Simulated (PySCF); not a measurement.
Excitations are Tamm–Dancoff values on a coarser integration grid. The basis has no diffuse functions, so Rydberg states are missing or too high.

H3BBr2Si, SMILES `[SiH3]B(Br)Br` (charge 0, multiplicity 1)

Calculation: PySCF 2.14.0 with ωB97X-D3(BJ)/def2-TZVP // PBE0-D3(BJ)/def2-TZVP.

HOMO: -10.43 eV
dipole moment: 0.41 D
LUMO: -0.36 eV
HOMO–LUMO gap: 10.07 eV
S1 excitation (TDA): 4.43 eV
S1 oscillator strength: 0.003
brightest of the four lowest singlets (TDA): 5.99 eV
T1 excitation (TDA): 3.80 eV
S1–T1 gap (TDA): 0.63 eV
total energy: -5464.4075 Ha
cost: roughly 3 core-minutes

```xyz
7

Si    -0.9230     0.0469     0.0091
B      1.0887    -0.0358    -0.0476
Br     1.9694    -1.7197     0.0594
Br     2.1395     1.5455    -0.1625
H     -1.5039    -1.0410    -0.8211
H     -1.3440    -0.1591     1.4227
H     -1.4266     1.3633    -0.4600
```
Charge 0, spin multiplicity 1.
